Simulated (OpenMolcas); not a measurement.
## Ir3+: ligand-field states by method

Ir3+ with 3 ligands (hydroxide) in trigonal planar coordination (C3h) at 1.82 Å. Ligand basis ANO-RCC-VDZP.
```
Ir    0.0000    0.0000    0.0000
O     1.8200    0.0000    0.0000
H     2.2299    0.8791    0.0000
O    -0.9100    1.5762    0.0000
H    -1.8763    1.4916    0.0000
O    -0.9100   -1.5762    0.0000
H    -0.3536   -2.3707    0.0000
```

```yaml
Program: OpenMolcas 26.06
Basis: ANO-RCC-VTZP [8s7p5d3f1g]
Scalar_Hamiltonian: DKH2, point nucleus
Active_space: 6 electrons in 5 orbitals (5d)
State_averaging: 2S+1 = 5 even, 5 roots; 2S+1 = 3 even, 45 roots; 2S+1 = 1 even, 50 roots
Spin-orbit_coupling: state interaction with AMFI integrals over the reference wave functions
```

I. CASSCF
II. SS-CASPT2, IPEA 0.25 Eh, imaginary shift 0.1 Eh (the 27 lowest orbitals frozen, all others correlated)

Spin-free states in cm-1, each column counted from its own energy of the first state listed:

```csv
State,Degeneracy,I,II
2S+1 = 5,1,0,0
2S+1 = 3,1,5363,-690
2S+1 = 3,2,6619,130
2S+1 = 1,1,6796,-510
2S+1 = 3,1,7226,530
2S+1 = 3,2,7619,10930
2S+1 = 5,2,8684,14400
2S+1 = 1,1,12535,3440
2S+1 = 1,2,12905,13200
2S+1 = 1,1,13492,2960
2S+1 = 3,2,13803,7190
2S+1 = 1,2,15348,6300
2S+1 = 3,1,16206,9800
2S+1 = 3,1,18105,10180
2S+1 = 3,2,18174,9890
2S+1 = 3,2,19673,20260
2S+1 = 3,2,21023,20550
2S+1 = 1,1,21158,10500
2S+1 = 1,1,21399,9770
2S+1 = 3,1,22766,21690
```

II puts a state of multiplicity 3 lowest, 690 cm-1 below that state.

From I to II, I's first state of the same spin (2S+1 = 5) moves from 8684 to 14400 cm-1, by about +5700 cm-1.

From I to II, I's first state of another spin (2S+1 = 3) moves from 5363 to -690 cm-1, by about -6100 cm-1.

χT at 300 K: I 1.34, II 0.17 cm3 K/mol.

The states above are spin-free; spin-orbit coupling is strong here and shifts and splits them by thousands of cm-1.

Roots that are degenerate in the reference are averaged as groups; the widest CASPT2 spread within a group is 450 cm-1 (the 2-fold group of multiplicity 1 near 18400 cm-1 above the lowest state of its run, II). Shifts and gaps below about the spread of the groups concerned are not significant. Over all roots computed the reference weight is 0.71 to 0.75 in II; a low but even weight reflects the number of correlated electrons. The least metal-like active orbital is 67 % on the metal (Löwdin) and no ligand orbital is active, so the numbers are rough, and ground spin, moment and any spin crossover can be artefacts of this space; highly charged d ions in such sites are as a rule low spin. Ligand-to-metal charge-transfer states are missing. With no ligand orbital active B as a rule stays too high, so bands that hang on it stand too high and its fall with covalency is understated. Spin-orbit coupling mixes the spin-free states strongly: the lowest level takes only 55 % from its leading state, 2S+1 = 5 (figures for I; the like holds for II). Without dynamic correlation the repulsion within the d shell is too large (B by tens of per cent), so at a given field states of lower spin stand too high (holds for I). This shell can be high or low spin here, a state of another spin lies low, and with metal d orbitals alone active their balance is uncertain, so the ground spin may be wrong (holds for I). With metal d orbitals alone the field can be off either way by tens of per cent (holds for I). This shell can be high or low spin here, a state of another spin lies low, and with metal d orbitals alone active their balance is uncertain, so the ground spin may be wrong, although the usual error favours high spin (holds for II). No measured value stands beside these numbers; the geometry was imposed, not optimised, and the real ion may take another.
